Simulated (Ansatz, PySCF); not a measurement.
Molecule: sum formula H3BO2Cl, charge 1, multiplicity 1. It need not be the lowest isomer of its formula. 
Coordinates optimised at B3LYP-D3(BJ)/def2-TZVP (Ansatz, a quantum-chemistry and plane-wave program):
```xyz
7

B     -0.1011    -0.3441     0.0755
Cl    -0.2137     1.3063    -0.3536
O      1.2770    -0.8343     0.3536
O     -0.9602    -1.3264     0.2271
H      2.0664    -0.2673     0.2990
H     -1.9036    -1.1716     0.0824
H      1.4419    -1.7626     0.6064
```
Charge +1, spin multiplicity 1.

Total electronic energies in hartree. Cores are frozen in the correlated levels unless marked. No spin-orbit coupling. No relativistic terms. Basis-set limits of correlation are two-point, X^-3; Hartree-Fock from the larger set.

| level | program | energy (Eh) |
|---|---|---|
| HF/cc-pV(D+d)Z | Ansatz | -635.54066 |
| RI-HF/cc-pV(T+d)Z | Ansatz | -635.61642 |
| SVWN5/def2-TZVPD | Ansatz | -634.39745 |
| r2SCAN/def2-TZVPD | Ansatz | ? |
| B3LYP-D3(BJ)/def2-TZVPD | Ansatz + dftd3 | -637.25721 |
| PBE0/def2-SVP | Ansatz | -636.52313 |
| PBE0-D4/def2-TZVPD | Ansatz + dftd4 | -636.88909 |
| PBE0/def2-TZVP | Ansatz | -636.88503 |
| TPSSh-D4/def2-TZVPD | PySCF + dftd4 | -637.24854 |
| TPSSh/def2-TZVPD | PySCF | -637.24414 |
| M06-2X/def2-TZVPD | PySCF | -637.15199 |
| LC-wPBE/def2-TZVPD | Ansatz | ? |
| wB97M-V/def2-TZVPD | Ansatz | -637.15439 |
| B2GP-PLYP/def2-TZVPD | Ansatz | -636.90255 |
| RPA@PBE/cc-pV(Q+d)Z | Ansatz | -636.89687 |
| MP2/6-31G | Ansatz | -635.73367 |
| MP2/6-31G* | Ansatz | -636.04886 |
| MP2/cc-pV(T+d)Z | Ansatz | -636.37680 |
| RI-MP2/cc-pV(T+d)Z | Ansatz | -636.37660 |
| RI-MP2/CBS(cc-pV(T+d)Z,cc-pV(Q+d)Z) | Ansatz | -636.5015 |
| SCS-MP2/cc-pV(D+d)Z | Ansatz | -636.11415 |
| SCS-MP2/cc-pV(Q+d)Z | Ansatz | -636.44672 |
| CCSD(T)/CBS(cc-pV(T+d)Z,cc-pV(Q+d)Z) | Ansatz | -636.5515 |

Problem. Fill in the missing entries.

Solution. 
- r2SCAN/def2-TZVPD, energy (Eh): -637.11227
- LC-wPBE/def2-TZVPD, energy (Eh): -636.99835
